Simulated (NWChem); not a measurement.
Species: C₂H₃ClN₂Si; SMILES Cl[SiH]1N=CC=N1

```xyz
9

Cl    -0.3565     2.0296     0.0000
Si     0.6322     0.2371     0.0000
N      0.0996    -0.8037     1.3470
C     -0.3844    -1.8269     0.7636
C     -0.3844    -1.8269    -0.7636
N      0.0996    -0.8037    -1.3470
H      2.0941     0.4686     0.0000
H     -0.7895    -2.6886     1.3218
H     -0.7895    -2.6886    -1.3218
```
Atoms are numbered in this order, from 1.

Level: PBE0/def2-SVP (NWChem), optimised geometry, unscaled harmonic frequencies. 

```csv
frequency (cm⁻¹),IR intensity (km/mol)
120,0.4
184,0.4
372,11.8
471,0.6
521,57.3
609,77.7
666,21.4
738,13.7
755,6.1
807,202.4
886,11.1
901,84.0
919,108.6
1025,0.0
1313,0.2
1336,9.8
1670,76.6
1725,5.9
2308,75.1
3105,14.7
3118,57.8
```

| Quantity | Result |
|---|---|
| zero-point energy | 33.6 kcal/mol |
| thermal correction to the enthalpy at 298.15 K (with zero-point energy) | 37.8 kcal/mol |
| heat capacity Cv | 20.0 cal/(mol K) |
| entropy at 298.15 K and 1 atm (symmetry number 1) | 77.5 cal/(mol K) |
| dipole moment | 2.11 D |

Rigid rotor and harmonic oscillator.
